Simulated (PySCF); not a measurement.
Assignment exercise: C$_{5}$H$_{9}$NOSi

Geometry (Å), atoms numbered from 1 in this order:
```xyz
17

C     2.7068    1.9797   -1.0690
C     2.5325    0.9152   -0.5379
Si    2.1959   -0.7250    0.2659
O     0.6085   -0.9265    0.5356
C    -0.4664   -0.8641   -0.3515
C    -1.7798   -0.8162    0.4322
C    -1.9060    0.4653    1.1884
N    -2.9466    1.1575    1.0936
H     2.8703    2.9110   -1.5319
H     2.7298   -1.7465   -0.6429
H     2.6762   -0.7800    1.6384
H    -0.4567   -1.7494   -1.0001
H    -0.3783    0.0249   -0.9883
H    -1.7797   -1.6423    1.1482
H    -2.6282   -0.9248   -0.2428
H    -1.0277    0.7176    1.7974
H    -2.9577    2.0154    1.6415
```

[PySCF 2.14.0 with density-fitted response routines: NMR shieldings at PBE0/pcSseg-1/GIAO; coordinates at the GFN2-xTB level; fast rotation and ring inversion assumed for equivalent nuclei; no relativistic terms; single conformer; no solvent model]

Shifts are taken against calculated references (same method and geometry level): TMS for ¹³C (186.93 ppm) and ¹H (31.72 ppm).

(1) Assign these signals to the numbered atoms. ¹³C{¹H} NMR (computed): δ 176.5 (CH), 104.0 (CH), 87.4 (C), 65.0 (CH2), 47.2 (CH2).

(2) Assign these signals to the numbered atoms. ¹H NMR (400 MHz, computed): δ 11.04 (br s, 1H), 8.73 (t, 1H), 5.02 (d, 2H), 4.14 (t, 2H), 2.56 (m, 2H), 2.00 (t, 1H).

## Answers

(1) 
176.5 → C7, carbon bonded to C, N, H
104.0 → C1, carbon bonded to C, H
87.4 → C2, carbon bonded to C, Si
65.0 → C5, carbon bonded to C, O, 2 H
47.2 → C6, carbon bonded to 2 C, 2 H

(2) 
| δ (ppm) | atoms | environment | reason |
| --- | --- | --- | --- |
| 11.04 | H17 | hydrogen on a nitrogen bonded to C | – |
| 8.73 | H16 | hydrogen on a carbon bonded to C, N | – |
| 5.02 | H10/H11 | hydrogen on a silicon bonded to C, O | – |
| 4.14 | H12/H13 | hydrogen on a carbon bonded to C, O | – |
| 2.56 | H14/H15 | hydrogen on a carbon bonded to 2 C | – |
| 2.00 | H9 | hydrogen on a carbon bonded to C | – |

Exchangeable OH/NH protons stand at their gas-phase positions; hydrogen bonding in a real sample shifts them, mostly to higher δ. Shifts are as computed. Against solution values, carbons near 30 ppm lie about +3 ppm off and those near 130 ppm about +5 ppm. Of 1211 compounds with measured shifts, 218 miss one by over three times the rms of a fit or turn the order of signals round; such compounds aren't used in these exercises. No couplings were computed; multiplicities are counted from neighbouring protons, with m where these are inequivalent, close in shift, in a saturated or five-membered ring or joined by F or P, and br s for small geminal =CH2 splittings.
